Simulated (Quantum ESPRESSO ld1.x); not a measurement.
Problem. All-electron atom: Bi2+ in [Xe] 4f13 5d9.5 6s2 6p2.5 (fractional occupations, a model configuration). Calculated with ld1.x of Quantum ESPRESSO 7.5: Dirac Kohn-Sham, relativistic LDA (MacDonald-Vosko exchange, VWN5 correlation), spin-unpolarised, spherical densities, point nucleus; open shells are shared between the two j in proportion to 2j + 1.

Spin-orbit splittings of the eigenvalues, e(l+1/2) - e(l-1/2), with zeta = 2 splitting/(2l+1) and mean radii in bohr:

| shell | occ. | splitting (eV) | zeta (eV) | <r> j=l-1/2 | <r> j=l+1/2 |
|---|---|---|---|---|---|
| 2p | 6 | 2287 | 1525 | 0.05411 | 0.06311 |
| 3p | 6 | 512.7 | 341.8 | 0.1621 | 0.1784 |
| 3d | 10 | 109.3 | 43.72 | 0.1548 | 0.1597 |
| 4p | 6 | 127.7 | 85.12 | 0.3777 | 0.4120 |
| 4d | 10 | 24.08 | 9.632 | 0.4144 | 0.4252 |
| 4f | 13 | 5.646 | 1.613 | 0.4313 | 0.4371 |
| 5p | 6 | ? | ? | 0.8696 | 0.9543 |
| 5d | 9.5 | 3.425 | 1.370 | 1.147 | 1.183 |
| 6p | 2.5 | 3.285 | 2.190 | 2.277 | 2.515 |

Estimate the 5p splitting.

Solution. 25.97 eV (zeta = 17.31 eV).
